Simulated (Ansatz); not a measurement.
Geometry optimisation, RKS BHLYP/def2-SVP (Ansatz).

The input (input.yaml):

```yaml
crystal:
  periodic: [false, false, false]
  atoms:
    - { symbol: B, position_ang: [0.1783, -0.9495, 0.3006] }
    - { symbol: Ga, position_ang: [0.2085, 1.0514, 0.0632] }
    - { symbol: H, position_ang: [-0.971, -1.3467, 0.5145] }
    - { symbol: H, position_ang: [0.8624, -1.3698, -0.5721] }
    - { symbol: H, position_ang: [-0.4177, 1.2325, -0.6566] }
    - { symbol: H, position_ang: [0.69627, -0.80457, 1.33964] }
basis:
  gaussian: { orbitals: def2-SVP }
hamiltonian:
  xc: { name: BHLYP }
relax:
  f_tol: 0.02
  max_steps: 50
output:
  orbitals: {}
```

Run as:

```bash
$ ansatz run input.yaml --threads 1 --pin off --max-ram 2048MiB --backend cpu --events-out ev --progress --plain --runs-dir out
```

Problem. Where does it end, and by what steps?

Solution. The forces met the threshold. The force dipped under the threshold on the way, but the program's further checks kept it going. After 16 steps the energy has fallen by 9.497 eV; H5 moved furthest, 1.01 Å. The start is strongly strained (largest force component 28 eV/Å).

```tsv
step	energy less start (eV)	largest force component (eV/Å)	accepted
0	0.0000	28.234	yes
1	-6.1086	9.033	yes
2	-8.0885	3.298	yes
3	-8.9742	1.287	yes
4	-9.4047	0.350	yes
5	-9.4631	0.167	yes
6	-9.4681	0.110	yes
7	-9.4770	0.186	yes
8	-9.4913	0.099	yes
9	-9.4722	0.509	no
10	-9.4954	0.040	yes
11	-9.4946	0.165	no
12	-9.4941	0.126	no
13	-9.4960	0.015	yes
14	-9.4966	0.040	yes
15	-9.4968	0.041	yes
16	-9.4970	0.019	yes
```

```xyz
6
Properties=species:S:1:pos:R:3
B 0.259 -1.112 0.453
Ga -0.134 0.770 -0.278
H -0.861 -1.568 0.576
H 0.930 -1.620 -0.420
H -0.476 2.228 -0.835
H 0.840 -0.885 1.494
```

Time of the run: 31 s on 1 thread of Arm Neoverse V2, with other jobs on the host, peak memory 0.12 GiB.
